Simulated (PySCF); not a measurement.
Adding and removing an electron: ZnH

UHF-SCS-MP2; PySCF, no relativity, basis sets Zn pcseg-1, H pcseg-1. Neutral (UHF): doublet (σ ↑), Re = 1.602 Å, ωe = 1732 cm⁻¹, De = 0.87 eV.

ZnH⁺ (RHF): singlet (closed shell), Re = 1.531 Å, ωe = 2009 cm⁻¹, De = 2.18 eV to Zn⁺ + H. The energies at the minima are -1778.36046 hartree for ZnH and -1778.09106 for ZnH⁺.

Work out the adiabatic ionisation energy, without and with harmonic zero-point energies (1 hartree = 27.2114 eV, 1 eV = 8065.5 cm⁻¹), and the change of the bond length.

At SCS-MP2: 0.26940 hartree = 7.331 eV between the minima; the zero-point term (2009.0 − 1732.0)/2 cm⁻¹ = +0.017 eV makes it 7.348 eV. Re changes by -7.1 pm against the neutral. The electron leaves a σ orbital, and the shorter bond of the ion fits an antibonding orbital, or a change in how ionic the bond is.

Correlated steps freeze 5 core orbitals. Correlated levels converge slowly with the basis: in double zeta they bind strong bonds too weakly, by up to about 1 eV, and carry superposition errors of some tenths. For an ion De counts to the pair picked by the measured ionisation energies or electron affinities, which need not be the lowest pair at this level. Where the molecule has an RHF reference, its open-shell atoms are computed with UHF. States were picked by a PBE0 search and need not be the measured ground states.

Neutral and ion stand on different kinds of reference determinant, which adds to the error of the difference.
